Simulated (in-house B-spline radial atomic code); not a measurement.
Values are calculated unless marked as measured or tabulated.
# Zn in an electron gas of r_s = 2: phase shifts, screening, friction and resistivity

A nucleus sits in a uniform electron gas with a rigid positive background. The Kohn-Sham equations are solved self-consistently in the spin-unpolarised LDA (PW92), non-relativistic, on B-splines with outgoing waves at the boundary and partial waves to l = 8. The model has no lattice, no bands and no magnetic solution. Atomic units; δ_l are the phase shifts at the Fermi level, counted so that each bound state adds π, and good to about 0.0005.

The density parameter is r_s = 2 bohr, near that of the valence electrons of Si (4 per atom, density 2.33 g/cm³, mass 28.09 u, which gives r_s = 2.01).

```csv
l,δ_l (rad)
0,9.6750
1,6.9259
2,3.2345
3,0.0535
4,0.0105
5,0.0020
6,0.0004
7,0.0001
8,0.0000
```

Bound levels below the band bottom (hartree): p -36.26, s -4.215, p -2.664, d -0.04901, s -0.006628 and deeper ones.

Question: Check the Friedel sum rule, and say where the screening charge sits.

Answer: k_F = (9π/4)^(1/3)/r_s = 0.95958. The rule is Z = (2/π) Σ (2l + 1) δ_l. The terms are s 6.159, p 13.227, d 10.296, f 0.238 and 0.078 beyond, in all 29.999 against Z = 30. Bound states hold 8 s, 12 p, 10 d electrons, so the scattering states carry 0.00 in all; where a term is smaller than its bound count, the bound level has drawn weight out of the band.

Question: Find the transport cross section and the electronic stopping of a 5 keV Zn ion (mass 65.38 u).

Answer: σ_tr = (4π/k_F²) Σ (l + 1) sin²(δ_l − δ_(l+1)). The terms for l = 0 to 3 are 0.1463, 0.5461, 0.0047, 0.0074, all together 0.7048, so σ_tr = 13.647 × 0.7048 = 9.618 bohr². With n = 3/(4π r_s³) = 0.02984, the friction coefficient is Q = n k_F σ_tr = 0.2754. For v well below v_F = 0.960, dE/dx = Q v; with 24801 eV per u at v = 1, v = √(5000/(24801 × 65.38)) = 0.0555, so dE/dx = 0.01529 hartree/bohr = 7.86 eV/nm. The largest term couples the p and d waves.

Question: What residual resistivity would 1 atomic per cent of such centres give in a metal of this density?

Answer: Δρ = k_F n_i σ_tr/n in atomic units of 21.74 μΩ·cm. With one host atom per 4 electrons, n_i/n = 0.01/4, so Δρ = 0.9596 × 0.00250 × 9.618 × 21.74 = 0.50 μΩ·cm. This is an atom added to the gas, as on an interstitial site.

Question: On a substitutional site the background of one host ion, a sphere holding 4 charges, is taken out. The phase shifts for l = 0 to 4 become 9.0748, 6.0616, 2.8693, -0.0738, -0.0203. What follows?

Answer: The Friedel sum is now 26.00, for Z − 4 = 26. The sum in σ_tr is 0.1509, so σ_tr = 2.06 bohr² and Δρ = 0.11 μΩ·cm per atomic per cent, 0.21 times the value above. A real host ion scatters too, so this model doesn't give zero even for the host's own atom.
